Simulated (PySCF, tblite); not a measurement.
Isomers of C3H10O2SSi, one GFN2-xTB conformer each. Single-point energies are computed at PBE0/pcSseg-1 (PySCF, gas phase, no added dispersion term), electronic only.

```csv
SMILES,GFN2-xTB relative energy (kcal/mol)
CO[SiH](OC)SC,8.4
CCO[Si@](C)(O)S,4.5
CCO[Si@H](O)SC,0.0
```

Conformers: `[CH3:1][O:2][SiH:3]([O:4][CH3:5])[S:6][CH3:7]` with C1–O2–Si3–O4 -45°, O2–Si3–O4–C5 172°, O2–Si3–S6–C7 48°; `[CH3:1][CH2:2][O:3][Si@:4]([CH3:5])([OH:6])[SH:7]` with C1–C2–O3–Si4 173°, C2–O3–Si4–C5 70°, O3–Si4–O6–H -159°, O3–Si4–S7–H -27°; `[CH3:1][CH2:2][O:3][Si@H:4]([OH:5])[S:6][CH3:7]` with C1–C2–O3–Si4 163°, C2–O3–Si4–O5 -49°, O3–Si4–O5–H -155°, O3–Si4–S6–C7 -50°.

What does PBE0/pcSseg-1 give for the same structures?

| SMILES | PBE0/pcSseg-1 E (Eh) | PBE0/pcSseg-1 (kcal/mol) | GFN2-xTB (kcal/mol) | point group |
| --- | --- | --- | --- | --- |
| CCO[Si@](C)(O)S | -957.97311 | 0.0 | 4.5 | C1 |
| CCO[Si@H](O)SC | -957.94992 | 14.6 | 0.0 | C1 |
| CO[SiH](OC)SC | -957.92877 | 27.8 | 8.4 | C1 |

GFN2-xTB puts CCO[Si@H](O)SC lowest instead; measured from each level's own lowest isomer, the values differ by up to 19.4 kcal/mol (CO[SiH](OC)SC: 8.4 against 27.8). As drawn, the lowest has an O–H bond, an S–H bond and an Si–C bond, which the highest lacks.

Which frontier levels, dipoles and rotational constants go with these structures?

```
         SMILES  HOMO (eV, PBE0/pcSseg-1)  LUMO (eV)  dipole (D)      A, B, C (MHz)
CCO[Si@](C)(O)S                     -7.14       0.54        2.14  2347, 1084, 946.7
 CCO[Si@H](O)SC                     -6.76       0.39        1.36  2474, 1112, 836.8
  CO[SiH](OC)SC                     -6.83       0.49        0.52  1912, 1530, 964.5
```

What happens when harmonic zero-point energies from GFN2-xTB frequencies are added?

| SMILES | ZPE (kcal/mol) | electronic (kcal/mol) | with ZPE (kcal/mol) |
| --- | --- | --- | --- |
| CCO[Si@](C)(O)S | 80.9 | 0.0 | 0.0 |
| CCO[Si@H](O)SC | 81.8 | 14.6 | 15.4 |
| CO[SiH](OC)SC | 81.6 | 27.8 | 28.4 |

The zero-point energies span 0.9 kcal/mol. The order is unchanged.
